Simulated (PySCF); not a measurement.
# What a mistake does to a calculation on CClGeH5Si

Calculated results; nothing here was measured. The program is PySCF 2.14.0, an open-source quantum chemistry code, run on an isolated molecule that a program drew, which may never have been made. The molecule is CClGeH5Si (charge 0, singlet), drawn as the SMILES string `[CH2]=[Ge]([SiH3])[Cl]`.

Each row is a Hartree-Fock (HF) and frozen-core CCSD(T) single point in the cc-pV(D+d)Z basis, meant for a local HF minimum. Run 1 is clean. Each other run has one planted mistake out of seven kinds, and not every kind appears here: one electron removed, one electron added, multiplicity raised by two, geometry at a saddle point, minimal basis STO-3G, one bond length entered in bohr, all coordinates scaled. The reference is restricted for singlets and unrestricted otherwise, and also for a bond in bohr. Adding or removing an electron swaps singlet and doublet. Electrons count all cores. HOMO and LUMO are orbital energies over both spins, the gradient is its largest component, and the lowest frequency (negative if imaginary) is given only where the gradient is small. Bond lengths are over the 8 bonds as drawn. T1 is the CCSD diagnostic: over 0.02 (restricted) or 0.045 (unrestricted) a single reference is doubtful. Germanium has the cc-pVDZ-PP basis, with a core potential (ECP10MDF) in place of its 10 inner electrons, and its 3s, 3p and 3d shells are frozen in CCSD(T).

Geometry of the clean run:
```xyz
9
CClGeH5Si, angstrom
C    -0.9875    2.7653    2.2662
Ge   -0.5474    1.7990    0.8684
Si   -0.5921   -0.5523    0.4769
Cl    0.1880    2.8441   -0.8896
H    -1.3575    2.2752    3.1586
H    -0.9057    3.8441    2.2803
H     0.7803   -1.0026    0.1741
H    -1.4861   -0.8196   -0.6665
H    -1.0994   -1.1993    1.7039
```

```
run  electrons  basis functions  <S^2>  HOMO (eV)  LUMO (eV)  gradient (hartree/bohr)  lowest frequency (cm^-1)  mean bond (Å)  longest bond (Å)      T1  HF (hartree)  CCSD(T) (hartree)               mistake
  1         74              108  0.000      -8.47       1.77                  2.4e-05                        91         1.6133             2.384  0.0132   -1082.58485        -1083.12746              no fault
  2         75              108  0.783       0.27       7.64                  6.4e-02                         -         1.6133             2.384  0.0157   -1082.54876        -1083.09405    one electron added
  3         73              108  0.758     -16.67      -6.23                  8.0e-02                         -         1.6133             2.384  0.0172   -1082.32863        -1082.82490  one electron removed
  4         74              108  0.000      -8.54       1.91                  1.7e-02                         -         1.5811             2.336  0.0128   -1082.58108        -1083.12051                     ?
```

**Which mistake was planted in run 4, and what did it cost?**

The mean and the longest bond both change by the same factor, 0.980, and the gradient is no longer small. So the mistake is: all coordinates scaled. Subtracting run 1 and multiplying by 627.51 kcal/mol a hartree, the energy moved by 2.4 kcal/mol in HF and 4.4 kcal/mol in CCSD(T).

Cautions from the logs. Run 2: the HOMO is above zero, so the electron isn't bound and the energy depends on the basis.
